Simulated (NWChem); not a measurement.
## Which level was it?

The species is C3H9NSi (14 atoms), meant as a singlet with charge 0. As SMILES, `C=CN(C)[SiH3]`. Geometry: relaxed at PBE0-D4/def2-TZVP. This is one conformer, not always the lowest.

```xyz
14

C    -1.8621    1.1393   -0.1070
C    -1.1516    0.0298   -0.3273
N     0.1933   -0.1544   -0.0807
C     0.9254    0.9632    0.4685
Si    0.9570   -1.7034   -0.2066
H    -2.9110    1.1570   -0.3666
H    -1.4380    2.0374    0.3222
H    -1.6406   -0.8414   -0.7547
H     0.8489    1.8355   -0.1899
H     0.5450    1.2493    1.4565
H     1.9817    0.7066    0.5695
H     1.1761   -2.3482    1.1193
H     2.2884   -1.5335   -0.8452
H     0.0745   -2.5664   -1.0294
```

A calculation with NWChem 7.3.0 gave:

The total energy is -463.4082 Eh and the dipole moment is 0.92 D. The HOMO energy is -5.90 eV and the LUMO energy is 0.81 eV. The HOMO–LUMO gap is 6.71 eV and the largest force is 0.390 eV/Å.

Task: Which of these levels gave the numbers?
A. HF/def2-SVP
B. PBE0/def2-SVP
C. PBE/3-21G
D. HF/3-21G

Result: B. The others give -461.9942 Eh (HF/def2-SVP), -459.7100 Eh (HF/3-21G), -461.0704 Eh (PBE/3-21G).
